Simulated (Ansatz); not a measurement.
Ansatz (a first-principles code) input (B3LYP-D3(BJ)/def2-TZVP):

Ansatz 0.2 input:
```yaml
crystal:
  periodic: [false, false, false]
  atoms:
    - {symbol: Sr, position_ang: [-0.00000000, -0.00000000, -0.42582728]}
    - {symbol: O, position_ang: [0.00000000, 0.00000000, 1.69169827]}
    - {symbol: H, position_ang: [0.00000000, 0.00000000, 2.64785055]}
basis:
  gaussian:
    orbitals: def2-TZVP
hamiltonian:
  xc: b3lyp
  dispersion: d3bj
magnetization: {spin_polarized: true, initial_magnetization: 1}
phonons: {temperatures: {t_min: 298.15, t_max: 298.15, t_step: 100}}
```

Output:

```
Functional definition: B3LYP
integrals: 0.01 GiB planned
508 factors; their error is unknown
mean field: 0.19 GiB planned
mean field evaluation 1: about -2892.0931 eV, gradient 5.1e1 eV
mean field evaluation 2: about -2730.4219 eV, gradient 1.3e2 eV
mean field evaluation 4: about -2900.7337 eV, gradient 1.1e1 eV
mean field evaluation 8: about -2901.2063 eV, gradient 3.0e-2 eV
mean field evaluation 16: about -2901.2132 eV, gradient 3.7e-5 eV
mean field -2901.21324688 eV, -106.6176203099 hartree, gradient 3.7e-5 eV, S^2 0.750090; 0 other end points of the search recorded, 0 dependent functions left out
the calculation of the forces begins
reference -2901.21344040 eV, -106.6176274216 hartree; 10, 9 occupied and 60, 61 virtual orbitals, 508 factors
these checks for a lower state are left out or cut short: stability, starts, cluster_reference, orbital_swaps, neighbouring_geometries, increment
integrals: 0.01 GiB planned
508 factors; their error is unknown
mean field: 0.19 GiB planned
mean field -2901.21324660 eV, -106.6176202997 hartree, gradient 1.3e-6 eV, S^2 0.750090; 0 other end points of the search recorded, 0 dependent functions left out
the calculation of the forces begins
reference -2901.21344012 eV, -106.6176274115 hartree; 10, 9 occupied and 60, 61 virtual orbitals, 508 factors
these checks for a lower state are left out or cut short: stability, starts, cluster_reference, orbital_swaps, neighbouring_geometries, increment
integrals: 0.01 GiB planned
508 factors; their error is unknown
mean field: 0.19 GiB planned
mean field evaluation 32: about -2901.2132 eV, gradient 1.3e-6 eV
mean field -2901.21324660 eV, -106.6176202997 hartree, gradient 1.3e-6 eV, S^2 0.750090; 0 other end points of the search recorded, 0 dependent functions left out
the calculation of the forces begins
reference -2901.21344012 eV, -106.6176274115 hartree; 10, 9 occupied and 60, 61 virtual orbitals, 508 factors
these checks for a lower state are left out or cut short: stability, starts, cluster_reference, orbital_swaps, neighbouring_geometries, increment
integrals: 0.01 GiB planned
508 factors; their error is unknown
mean field: 0.19 GiB planned
mean field -2901.21324660 eV, -106.6176202997 hartree, gradient 1.3e-6 eV, S^2 0.750090; 0 other end points of the search recorded, 0 dependent functions left out
the calculation of the forces begins
reference -2901.21344012 eV, -106.6176274115 hartree; 10, 9 occupied and 60, 61 virtual orbitals, 508 factors
these checks for a lower state are left out or cut short: stability, starts, cluster_reference, orbital_swaps, neighbouring_geometries, increment
integrals: 0.01 GiB planned
508 factors; their error is unknown
mean field: 0.19 GiB planned
mean field -2901.21324660 eV, -106.6176202997 hartree, gradient 1.3e-6 eV, S^2 0.750090; 0 other end points of the search recorded, 0 dependent functions left out
the calculation of the forces begins
reference -2901.21344012 eV, -106.6176274115 hartree; 10, 9 occupied and 60, 61 virtual orbitals, 508 factors
these checks for a lower state are left out or cut short: stability, starts, cluster_reference, orbital_swaps, neighbouring_geometries, increment
integrals: 0.01 GiB planned
508 factors; their error is unknown
mean field: 0.19 GiB planned
mean field -2901.21318870 eV, -106.6176181719 hartree, gradient 8.4e-7 eV, S^2 0.750090; 0 other end points of the search recorded, 0 dependent functions left out
the calculation of the forces begins
reference -2901.21338215 eV, -106.6176252811 hartree; 10, 9 occupied and 60, 61 virtual orbitals, 508 factors
these checks for a lower state are left out or cut short: stability, starts, cluster_reference, orbital_swaps, neighbouring_geometries, increment
integrals: 0.01 GiB planned
508 factors; their error is unknown
mean field: 0.19 GiB planned
mean field -2901.21321296 eV, -106.6176190633 hartree, gradient 5.3e-7 eV, S^2 0.750090; 0 other end points of the search recorded, 0 dependent functions left out
the calculation of the forces begins
reference -2901.21340655 eV, -106.6176261776 hartree; 10, 9 occupied and 60, 61 virtual orbitals, 508 factors
these checks for a lower state are left out or cut short: stability, starts, cluster_reference, orbital_swaps, neighbouring_geometries, increment
integrals: 0.01 GiB planned
508 factors; their error is unknown
mean field: 0.19 GiB planned
mean field evaluation 64: about -2901.2132 eV, gradient 5.0e-5 eV
mean field -2901.21324398 eV, -106.6176202032 hartree, gradient 1.1e-6 eV, S^2 0.750090; 0 other end points of the search recorded, 0 dependent functions left out
the calculation of the forces begins
reference -2901.21343750 eV, -106.6176273149 hartree; 10, 9 occupied and 60, 61 virtual orbitals, 508 factors
these checks for a lower state are left out or cut short: stability, starts, cluster_reference, orbital_swaps, neighbouring_geometries, increment
integrals: 0.01 GiB planned
508 factors; their error is unknown
mean field: 0.19 GiB planned
mean field -2901.21324398 eV, -106.6176202032 hartree, gradient 1.1e-6 eV, S^2 0.750090; 0 other end points of the search recorded, 0 dependent functions left out
the calculation of the forces begins
reference -2901.21343750 eV, -106.6176273149 hartree; 10, 9 occupied and 60, 61 virtual orbitals, 508 factors
these checks for a lower state are left out or cut short: stability, starts, cluster_reference, orbital_swaps, neighbouring_geometries, increment
integrals: 0.01 GiB planned
508 factors; their error is unknown
mean field: 0.19 GiB planned
mean field -2901.21324398 eV, -106.6176202032 hartree, gradient 1.1e-6 eV, S^2 0.750090; 0 other end points of the search recorded, 0 dependent functions left out
the calculation of the forces begins
reference -2901.21343750 eV, -106.6176273149 hartree; 10, 9 occupied and 60, 61 virtual orbitals, 508 factors
these checks for a lower state are left out or cut short: stability, starts, cluster_reference, orbital_swaps, neighbouring_geometries, increment
integrals: 0.01 GiB planned
508 factors; their error is unknown
mean field: 0.19 GiB planned
mean field -2901.21324398 eV, -106.6176202032 hartree, gradient 1.1e-6 eV, S^2 0.750090; 0 other end points of the search recorded, 0 dependent functions left out
the calculation of the forces begins
reference -2901.21343750 eV, -106.6176273149 hartree; 10, 9 occupied and 60, 61 virtual orbitals, 508 factors
these checks for a lower state are left out or cut short: stability, starts, cluster_reference, orbital_swaps, neighbouring_geometries, increment
integrals: 0.01 GiB planned
508 factors; their error is unknown
mean field: 0.19 GiB planned
mean field evaluation 96: about -2901.2130 eV, gradient 5.3e-7 eV
mean field -2901.21303931 eV, -106.6176126820 hartree, gradient 5.3e-7 eV, S^2 0.750090; 0 other end points of the search recorded, 0 dependent functions left out
the calculation of the forces begins
reference -2901.21323287 eV, -106.6176197951 hartree; 10, 9 occupied and 60, 61 virtual orbitals, 508 factors
these checks for a lower state are left out or cut short: stability, starts, cluster_reference, orbital_swaps, neighbouring_geometries, increment
integrals: 0.01 GiB planned
508 factors; their error is unknown
mean field: 0.19 GiB planned
mean field -2901.21303367 eV, -106.6176124746 hartree, gradient 5.6e-7 eV, S^2 0.750090; 0 other end points of the search recorded, 0 dependent functions left out
the calculation of the forces begins
reference -2901.21322715 eV, -106.6176195848 hartree; 10, 9 occupied and 60, 61 virtual orbitals, 508 factors
these checks for a lower state are left out or cut short: stability, starts, cluster_reference, orbital_swaps, neighbouring_geometries, increment
integrals: 0.01 GiB planned
508 factors; their error is unknown
mean field: 0.19 GiB planned
mean field -2901.21324550 eV, -106.6176202593 hartree, gradient 1.4e-6 eV, S^2 0.750090; 0 other end points of the search recorded, 0 dependent functions left out
the calculation of the forces begins
reference -2901.21343902 eV, -106.6176273710 hartree; 10, 9 occupied and 60, 61 virtual orbitals, 508 factors
these checks for a lower state are left out or cut short: stability, starts, cluster_reference, orbital_swaps, neighbouring_geometries, increment
integrals: 0.01 GiB planned
508 factors; their error is unknown
mean field: 0.19 GiB planned
mean field -2901.21324550 eV, -106.6176202593 hartree, gradient 1.4e-6 eV, S^2 0.750090; 0 other end points of the search recorded, 0 dependent functions left out
the calculation of the forces begins
reference -2901.21343902 eV, -106.6176273710 hartree; 10, 9 occupied and 60, 61 virtual orbitals, 508 factors
these checks for a lower state are left out or cut short: stability, starts, cluster_reference, orbital_swaps, neighbouring_geometries, increment
integrals: 0.01 GiB planned
508 factors; their error is unknown
mean field: 0.19 GiB planned
mean field -2901.21324550 eV, -106.6176202593 hartree, gradient 1.4e-6 eV, S^2 0.750090; 0 other end points of the search recorded, 0 dependent functions left out
the calculation of the forces begins
reference -2901.21343902 eV, -106.6176273710 hartree; 10, 9 occupied and 60, 61 virtual orbitals, 508 factors
these checks for a lower state are left out or cut short: stability, starts, cluster_reference, orbital_swaps, neighbouring_geometries, increment
integrals: 0.01 GiB planned
508 factors; their error is unknown
mean field: 0.19 GiB planned
mean field evaluation 128: about -2901.2132 eV, gradient 6.7e-2 eV
mean field -2901.21324550 eV, -106.6176202593 hartree, gradient 1.4e-6 eV, S^2 0.750090; 0 other end points of the search recorded, 0 dependent functions left out
the calculation of the forces begins
reference -2901.21343902 eV, -106.6176273710 hartree; 10, 9 occupied and 60, 61 virtual orbitals, 508 factors
these checks for a lower state are left out or cut short: stability, starts, cluster_reference, orbital_swaps, neighbouring_geometries, increment
integrals: 0.01 GiB planned
508 factors; their error is unknown
mean field: 0.19 GiB planned
mean field -2901.21308914 eV, -106.6176145130 hartree, gradient 9.5e-7 eV, S^2 0.750090; 0 other end points of the search recorded, 0 dependent functions left out
the calculation of the forces begins
reference -2901.21328269 eV, -106.6176216257 hartree; 10, 9 occupied and 60, 61 virtual orbitals, 508 factors
these checks for a lower state are left out or cut short: stability, starts, cluster_reference, orbital_swaps, neighbouring_geometries, increment
integrals: 0.01 GiB planned
508 factors; their error is unknown
mean field: 0.19 GiB planned
mean field -2901.21307057 eV, -106.6176138306 hartree, gradient 9.9e-7 eV, S^2 0.750090; 0 other end points of the search recorded, 0 dependent functions left out
the calculation of the forces begins
reference -2901.21326406 eV, -106.6176209413 hartree; 10, 9 occupied and 60, 61 virtual orbitals, 508 factors
Total energy: -2901.28987277 eV, -106.6204362593 hartree
Atom 0 at    -0.000000    -0.000000    -0.425827 Å, force     0.000000    -0.000000     0.000001 eV/Å
Atom 1 at     0.000000     0.000000     1.691698 Å, force    -0.000000     0.000000     0.000001 eV/Å
Atom 2 at     0.000000     0.000000     2.647851 Å, force     0.000000    -0.000000    -0.000002 eV/Å
Dipole moment:     0.000000     0.000000    -0.340485 e Å
Vibrations: 367.60 367.60 530.67 3915.54 cm⁻¹, zero-point energy 0.321207 eV
```

It need not be the lowest isomer of its formula.
